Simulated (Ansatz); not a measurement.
Harmonic frequencies (cm⁻¹) at PBE0-D4/def2-TZVP from Ansatz: 53, 97, 158, 219, 262, 449, 494, 693, 704, 749, 753, 755, 831, 938, 950, 968, 993, 1911, 1929, 1958, 2238, 2263, 2296, 3893.

Task: Which molecule is it?
A. `C[B-]([SH2+])(Cl)Cl`
B. `[OH][Al-]([OH])([OH])[SH2+]`
C. `CC#[N+][GaH3-]`
D. `[SiH3][OH+][GaH3-]`

Result: D.
